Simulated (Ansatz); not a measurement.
Ansatz (a first-principles code) input (HF/3-21G): The .json file is the Basis Set Exchange's 3-21G.

Ansatz 0.2 input:
```yaml
crystal:
  periodic: [false, false, false]
  atoms:
    - {symbol: C, position_ang: [-1.45790056, 2.39349835, 0.57675567]}
    - {symbol: C, position_ang: [-1.11692265, 0.96713335, 0.10016554]}
    - {symbol: C, position_ang: [-1.96179790, -0.06145445, 0.87368320]}
    - {symbol: C, position_ang: [0.38798841, 0.73356747, 0.29984905]}
    - {symbol: Se, position_ang: [0.98210373, -0.99761472, -0.47802235]}
    - {symbol: H, position_ang: [-2.51357332, 2.59942813, 0.43715563]}
    - {symbol: H, position_ang: [-1.22743511, 2.50150159, 1.63167166]}
    - {symbol: H, position_ang: [-0.89145879, 3.13514307, 0.02434148]}
    - {symbol: H, position_ang: [-1.34295121, 0.88951584, -0.95747165]}
    - {symbol: H, position_ang: [-1.73976960, -0.00353287, 1.93444620]}
    - {symbol: H, position_ang: [-1.76551486, -1.07343667, 0.54071122]}
    - {symbol: H, position_ang: [-3.01841076, 0.13950554, 0.73557786]}
    - {symbol: H, position_ang: [0.62581263, 0.73729004, 1.35351761]}
    - {symbol: H, position_ang: [0.95014199, 1.51309239, -0.19230352]}
    - {symbol: H, position_ang: [2.42342814, -0.71607495, -0.35760705]}
basis:
  gaussian:
    orbitals: 3-21G.json
hamiltonian:
  xc: {name: HF}
phonons: {temperatures: {t_min: 298.15, t_max: 298.15, t_step: 100}}
```

Output:

```
Functional definition: HF
integrals: 0.03 GiB planned
985 factors; integrals over basis functions are off by at most 5.2e-4 eV
mean field: 0.23 GiB planned
mean field evaluation 1: about -69248.8368 eV, gradient 2.4e1 eV
mean field evaluation 2: about -69248.8248 eV, gradient 2.4e1 eV
mean field evaluation 4: about -69250.5744 eV, gradient 2.2e0 eV
mean field evaluation 8: about -69250.5868 eV, gradient 8.4e-3 eV
mean field -69250.58676662 eV, -2544.9121239397 hartree, gradient 1.9e-5 eV, S^2 0.000000; 0 other end points of the search recorded, 0 dependent functions left out
the calculation of the forces begins
reference -69250.58676662 eV, -2544.9121239397 hartree; 34, 34 occupied and 45, 45 virtual orbitals, 985 factors
these checks for a lower state are left out or cut short: stability, starts, cluster_reference, orbital_swaps, neighbouring_geometries, increment
integrals: 0.03 GiB planned
985 factors; integrals over basis functions are off by at most 5.2e-4 eV
mean field: 0.23 GiB planned
mean field evaluation 16: about -69250.5866 eV, gradient 1.8e-6 eV
mean field -69250.58657287 eV, -2544.9121168193 hartree, gradient 1.8e-6 eV, S^2 0.000000; 0 other end points of the search recorded, 0 dependent functions left out
the calculation of the forces begins
reference -69250.58657287 eV, -2544.9121168193 hartree; 34, 34 occupied and 45, 45 virtual orbitals, 985 factors
these checks for a lower state are left out or cut short: stability, starts, cluster_reference, orbital_swaps, neighbouring_geometries, increment
integrals: 0.03 GiB planned
985 factors; integrals over basis functions are off by at most 5.2e-4 eV
mean field: 0.23 GiB planned
mean field -69250.58657083 eV, -2544.9121167445 hartree, gradient 1.8e-6 eV, S^2 0.000000; 0 other end points of the search recorded, 0 dependent functions left out
the calculation of the forces begins
reference -69250.58657083 eV, -2544.9121167445 hartree; 34, 34 occupied and 45, 45 virtual orbitals, 985 factors
these checks for a lower state are left out or cut short: stability, starts, cluster_reference, orbital_swaps, neighbouring_geometries, increment
integrals: 0.03 GiB planned
985 factors; integrals over basis functions are off by at most 5.2e-4 eV
mean field: 0.23 GiB planned
mean field -69250.58660884 eV, -2544.9121181414 hartree, gradient 1.8e-6 eV, S^2 0.000000; 0 other end points of the search recorded, 0 dependent functions left out
the calculation of the forces begins
reference -69250.58660884 eV, -2544.9121181414 hartree; 34, 34 occupied and 45, 45 virtual orbitals, 985 factors
these checks for a lower state are left out or cut short: stability, starts, cluster_reference, orbital_swaps, neighbouring_geometries, increment
integrals: 0.03 GiB planned
985 factors; integrals over basis functions are off by at most 5.2e-4 eV
mean field: 0.23 GiB planned
mean field evaluation 32: about -69250.6010 eV, gradient 1.8e-1 eV
mean field -69250.58660718 eV, -2544.9121180803 hartree, gradient 1.8e-6 eV, S^2 0.000000; 0 other end points of the search recorded, 0 dependent functions left out
the calculation of the forces begins
reference -69250.58660718 eV, -2544.9121180803 hartree; 34, 34 occupied and 45, 45 virtual orbitals, 985 factors
these checks for a lower state are left out or cut short: stability, starts, cluster_reference, orbital_swaps, neighbouring_geometries, increment
integrals: 0.03 GiB planned
985 factors; integrals over basis functions are off by at most 5.2e-4 eV
mean field: 0.23 GiB planned
mean field -69250.58657572 eV, -2544.9121169242 hartree, gradient 1.8e-6 eV, S^2 0.000000; 0 other end points of the search recorded, 0 dependent functions left out
the calculation of the forces begins
reference -69250.58657572 eV, -2544.9121169242 hartree; 34, 34 occupied and 45, 45 virtual orbitals, 985 factors
these checks for a lower state are left out or cut short: stability, starts, cluster_reference, orbital_swaps, neighbouring_geometries, increment
integrals: 0.03 GiB planned
985 factors; integrals over basis functions are off by at most 5.2e-4 eV
mean field: 0.23 GiB planned
mean field -69250.58657690 eV, -2544.9121169677 hartree, gradient 1.8e-6 eV, S^2 0.000000; 0 other end points of the search recorded, 0 dependent functions left out
the calculation of the forces begins
reference -69250.58657690 eV, -2544.9121169677 hartree; 34, 34 occupied and 45, 45 virtual orbitals, 985 factors
these checks for a lower state are left out or cut short: stability, starts, cluster_reference, orbital_swaps, neighbouring_geometries, increment
integrals: 0.03 GiB planned
985 factors; integrals over basis functions are off by at most 5.2e-4 eV
mean field: 0.23 GiB planned
mean field -69250.58661028 eV, -2544.9121181944 hartree, gradient 1.8e-6 eV, S^2 0.000000; 0 other end points of the search recorded, 0 dependent functions left out
[...]
the calculation of the forces begins
reference -69250.58672069 eV, -2544.9121222516 hartree; 34, 34 occupied and 45, 45 virtual orbitals, 985 factors
these checks for a lower state are left out or cut short: stability, starts, cluster_reference, orbital_swaps, neighbouring_geometries, increment
integrals: 0.03 GiB planned
985 factors; integrals over basis functions are off by at most 5.2e-4 eV
mean field: 0.23 GiB planned
mean field -69250.58672064 eV, -2544.9121222499 hartree, gradient 1.8e-6 eV, S^2 0.000000; 0 other end points of the search recorded, 0 dependent functions left out
the calculation of the forces begins
reference -69250.58672064 eV, -2544.9121222499 hartree; 34, 34 occupied and 45, 45 virtual orbitals, 985 factors
these checks for a lower state are left out or cut short: stability, starts, cluster_reference, orbital_swaps, neighbouring_geometries, increment
integrals: 0.03 GiB planned
985 factors; integrals over basis functions are off by at most 5.2e-4 eV
mean field: 0.23 GiB planned
mean field evaluation 576: about -69250.5867 eV, gradient 1.8e-6 eV
mean field -69250.58669920 eV, -2544.9121214620 hartree, gradient 1.8e-6 eV, S^2 0.000000; 0 other end points of the search recorded, 0 dependent functions left out
the calculation of the forces begins
reference -69250.58669920 eV, -2544.9121214620 hartree; 34, 34 occupied and 45, 45 virtual orbitals, 985 factors
these checks for a lower state are left out or cut short: stability, starts, cluster_reference, orbital_swaps, neighbouring_geometries, increment
integrals: 0.03 GiB planned
985 factors; integrals over basis functions are off by at most 5.2e-4 eV
mean field: 0.23 GiB planned
mean field -69250.58669833 eV, -2544.9121214301 hartree, gradient 1.8e-6 eV, S^2 0.000000; 0 other end points of the search recorded, 0 dependent functions left out
the calculation of the forces begins
reference -69250.58669833 eV, -2544.9121214301 hartree; 34, 34 occupied and 45, 45 virtual orbitals, 985 factors
these checks for a lower state are left out or cut short: stability, starts, cluster_reference, orbital_swaps, neighbouring_geometries, increment
integrals: 0.03 GiB planned
985 factors; integrals over basis functions are off by at most 5.2e-4 eV
mean field: 0.23 GiB planned
mean field -69250.58672703 eV, -2544.9121224848 hartree, gradient 1.8e-6 eV, S^2 0.000000; 0 other end points of the search recorded, 0 dependent functions left out
the calculation of the forces begins
reference -69250.58672703 eV, -2544.9121224848 hartree; 34, 34 occupied and 45, 45 virtual orbitals, 985 factors
these checks for a lower state are left out or cut short: stability, starts, cluster_reference, orbital_swaps, neighbouring_geometries, increment
integrals: 0.03 GiB planned
985 factors; integrals over basis functions are off by at most 5.2e-4 eV
mean field: 0.23 GiB planned
mean field -69250.58672709 eV, -2544.9121224871 hartree, gradient 1.8e-6 eV, S^2 0.000000; 0 other end points of the search recorded, 0 dependent functions left out
the calculation of the forces begins
reference -69250.58672709 eV, -2544.9121224871 hartree; 34, 34 occupied and 45, 45 virtual orbitals, 985 factors
these checks for a lower state are left out or cut short: stability, starts, cluster_reference, orbital_swaps, neighbouring_geometries, increment
integrals: 0.03 GiB planned
985 factors; integrals over basis functions are off by at most 5.2e-4 eV
mean field: 0.23 GiB planned
mean field -69250.58670444 eV, -2544.9121216546 hartree, gradient 1.8e-6 eV, S^2 0.000000; 0 other end points of the search recorded, 0 dependent functions left out
the calculation of the forces begins
reference -69250.58670444 eV, -2544.9121216546 hartree; 34, 34 occupied and 45, 45 virtual orbitals, 985 factors
these checks for a lower state are left out or cut short: stability, starts, cluster_reference, orbital_swaps, neighbouring_geometries, increment
integrals: 0.03 GiB planned
985 factors; integrals over basis functions are off by at most 5.2e-4 eV
mean field: 0.23 GiB planned
mean field evaluation 608: about -69250.5867 eV, gradient 7.4e-2 eV
mean field -69250.58670860 eV, -2544.9121218076 hartree, gradient 1.8e-6 eV, S^2 0.000000; 0 other end points of the search recorded, 0 dependent functions left out
the calculation of the forces begins
reference -69250.58670860 eV, -2544.9121218076 hartree; 34, 34 occupied and 45, 45 virtual orbitals, 985 factors
these checks for a lower state are left out or cut short: stability, starts, cluster_reference, orbital_swaps, neighbouring_geometries, increment
integrals: 0.03 GiB planned
985 factors; integrals over basis functions are off by at most 5.2e-4 eV
mean field: 0.23 GiB planned
mean field -69250.58675733 eV, -2544.9121235982 hartree, gradient 1.8e-6 eV, S^2 0.000000; 0 other end points of the search recorded, 0 dependent functions left out
the calculation of the forces begins
reference -69250.58675733 eV, -2544.9121235982 hartree; 34, 34 occupied and 45, 45 virtual orbitals, 985 factors
these checks for a lower state are left out or cut short: stability, starts, cluster_reference, orbital_swaps, neighbouring_geometries, increment
integrals: 0.03 GiB planned
985 factors; integrals over basis functions are off by at most 5.2e-4 eV
mean field: 0.23 GiB planned
mean field -69250.58675861 eV, -2544.9121236454 hartree, gradient 1.8e-6 eV, S^2 0.000000; 0 other end points of the search recorded, 0 dependent functions left out
the calculation of the forces begins
reference -69250.58675861 eV, -2544.9121236454 hartree; 34, 34 occupied and 45, 45 virtual orbitals, 985 factors
these checks for a lower state are left out or cut short: stability, starts, cluster_reference, orbital_swaps, neighbouring_geometries, increment
integrals: 0.03 GiB planned
985 factors; integrals over basis functions are off by at most 5.2e-4 eV
mean field: 0.23 GiB planned
mean field -69250.58676455 eV, -2544.9121238635 hartree, gradient 1.8e-6 eV, S^2 0.000000; 0 other end points of the search recorded, 0 dependent functions left out
the calculation of the forces begins
reference -69250.58676455 eV, -2544.9121238635 hartree; 34, 34 occupied and 45, 45 virtual orbitals, 985 factors
these checks for a lower state are left out or cut short: stability, starts, cluster_reference, orbital_swaps, neighbouring_geometries, increment
integrals: 0.03 GiB planned
985 factors; integrals over basis functions are off by at most 5.2e-4 eV
mean field: 0.23 GiB planned
mean field evaluation 640: about -69250.5868 eV, gradient 1.8e-6 eV
mean field -69250.58676511 eV, -2544.9121238841 hartree, gradient 1.8e-6 eV, S^2 0.000000; 0 other end points of the search recorded, 0 dependent functions left out
the calculation of the forces begins
reference -69250.58676511 eV, -2544.9121238841 hartree; 34, 34 occupied and 45, 45 virtual orbitals, 985 factors
Total energy: -69250.58676662 eV, -2544.9121239397 hartree
Atom 0 at    -1.457901     2.393498     0.576756 Å, force     0.000179     0.000249    -0.000012 eV/Å
Atom 1 at    -1.116923     0.967133     0.100166 Å, force    -0.000074     0.000094    -0.000403 eV/Å
Atom 2 at    -1.961798    -0.061454     0.873683 Å, force     0.000258    -0.000132     0.000269 eV/Å
Atom 3 at     0.387988     0.733567     0.299849 Å, force    -0.000948     0.000133     0.000396 eV/Å
Atom 4 at     0.982104    -0.997615    -0.478022 Å, force     0.000914     0.000254     0.000285 eV/Å
Atom 5 at    -2.513573     2.599428     0.437156 Å, force     0.000174    -0.000092    -0.000050 eV/Å
Atom 6 at    -1.227435     2.501502     1.631672 Å, force     0.000019    -0.000077    -0.000139 eV/Å
Atom 7 at    -0.891459     3.135143     0.024341 Å, force    -0.000007     0.000096     0.000079 eV/Å
Atom 8 at    -1.342951     0.889516    -0.957472 Å, force    -0.000228    -0.000031     0.000135 eV/Å
Atom 9 at    -1.739770    -0.003533     1.934446 Å, force    -0.000028    -0.000028    -0.000131 eV/Å
Atom 10 at    -1.765515    -1.073437     0.540711 Å, force     0.000175    -0.000174    -0.000047 eV/Å
Atom 11 at    -3.018411     0.139506     0.735578 Å, force     0.000190     0.000110    -0.000155 eV/Å
Atom 12 at     0.625813     0.737290     1.353518 Å, force     0.000304    -0.000263    -0.000105 eV/Å
Atom 13 at     0.950142     1.513092    -0.192304 Å, force     0.000001     0.000111    -0.000015 eV/Å
Atom 14 at     2.423428    -0.716075    -0.357607 Å, force    -0.000926    -0.000251    -0.000108 eV/Å
Dipole moment:    -0.020640     0.327747     0.134721 e Å
Vibrations: 75.05 141.54 191.94 252.27 275.77 325.91 418.90 452.31 705.24 801.34 899.79 929.92 1017.06 1043.20 1055.14 1182.14 1227.95 1304.46 1370.92 1408.10 1487.69 1508.93 1568.00 1586.28 1631.75 1658.81 1665.43 1674.55 1680.49 2332.76 3189.93 3196.47 3220.41 3247.62 3250.85 3253.92 3261.02 3265.42 3309.71 cm⁻¹, zero-point energy 3.785795 eV
```

The blocks after the first are displaced geometries, from whose forces the wavenumbers follow.
